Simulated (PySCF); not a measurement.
Problem. Give a PBE0-D3(BJ)/def2-SVP geometry of `C=NC1=CC(OC)=CC=C1`.

Solution. 
```
atom  x, y, z in Å
C1    -3.2510   -1.1044   -0.3138
N2    -2.1084   -1.1974   -0.8506
C3    -1.1290   -0.2305   -0.5905
C4    -1.4066    1.1409   -0.5780
C5    -0.3716    2.0454   -0.3347
C6     0.9212    1.6035   -0.0958
C7     1.2032    0.2285   -0.1173
O8     2.4843   -0.1192    0.1170
C9     2.8308   -1.4747    0.0832
C10    0.1827   -0.6850   -0.3831
H11   -3.5249   -0.3114    0.4085
H12   -4.0219   -1.8474   -0.5616
H13   -2.4170    1.4942   -0.7921
H14   -0.5807    3.1180   -0.3364
H15    1.7407    2.2980    0.0960
H16    2.6397   -1.9236   -0.9077
H17    3.9058   -1.5305    0.2964
H18    2.2848   -2.0581    0.8457
H19    0.3604   -1.7587   -0.4320
```

Orientation and origin are arbitrary. Atoms count from 1 in this order. The C–O distances run from 1.348 Å (C7–O8, drawn single) to 1.400 Å (O8–C9, drawn single), a spread of 0.052 Å. Of the pairs four or more bonds apart, C9···H19 is among the closest relative to their van der Waals radii: 2.54 Å, 88 % of the sum of Bondi's values. O8 (aryl ether oxygen) is bent (angle 118.7°). The 6-membered ring C3–C4–C5–C6–C7–C10 has internal angles of 119.3° to 121.0° (sum 720°, against 720° for a flat polygon); it is planar, 0.01 Å rms from its mean plane, widest ring torsion 2°.

Bonds between heavy atoms (Å): C1=N2 1.266, N2–C3 1.401, C3–C4 1.399, C4–C5 1.396, C5–C6 1.387, C6–C7 1.404, C7–O8 1.348, O8–C9 1.400, C7–C10 1.395, C3–C10 1.404.

Computed with PBE0-D3(BJ)/def2-SVP geometry optimisation, gas phase (PySCF 2.14.0).

Point group: C1 (no symmetry element, even within 0.4 Å). No PBE0-D3(BJ)/def2-SVP frequencies stand behind this structure, so it isn't proved a minimum. One conformer, not necessarily the lowest (C1–N2–C3–C4 -44°, C6–C7–O8–C9 -179°).

Cost: about 2 min of CPU time on one thread; the machine was shared, so the figure is rough. These figures are those of the optimisation.
